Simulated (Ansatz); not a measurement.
`FB([SiH3])Br` + H₂O → `OB(F)Br` + SiH₄  (formal hydrolysis of a B–Si bond)

Isolated molecules relaxed with PBE0-D4/def2-TZVP in Ansatz; ΔE leaves out vibrations. CCSD(T)/CBS adds triple-zeta CCSD(T) − MP2 to the extrapolated MP2 energy (def2 sets, frozen cores). This one scheme is used for every species. DFT in def2-TZVPP. B3LYP here is the variant with VWN-RPA as its local correlation; programs differ in this. For Br outer-core shells are correlated without core-valence functions, which leaves a few kJ/mol of doubt a bond. Scalar relativity is left out up to krypton. One conformer a species, not always the lowest.

```tsv
level	ΔE (kJ/mol)	difference from CCSD(T)/CBS
PBE-D4	-142.9	6.7
ωB97M-V	-160.8	-11.2
B2PLYP	-161.2	-11.6
BLYP	-155.6	-6.0
r2SCAN	-158.1	-8.5
B3LYP	-160.6	-11.0
r2SCANh	-159.4	-9.8
LC-ωPBE	-156.4	-6.8
SCS-MP2/def2-QZVPP	-158.7	-9.1
HF/CBS(def2)	-178.0	-28.4
CCSD(T)/CBS	-149.6	0
```

Largest T1 diagnostic among the species: 0.012.

Leaving LDA and LC-ωPBE aside and taking each functional with its dispersion term where it has one, the values, not all of them listed here, spread over 21.7 kJ/mol, from BHLYP-D4 to revPBE-D4. LDA lies −9.5 kJ/mol from PBE without D4. At CCSD(T), def2-SVP lies −32.4 kJ/mol from the extrapolated value and def2-TZVPP −6.6 kJ/mol.
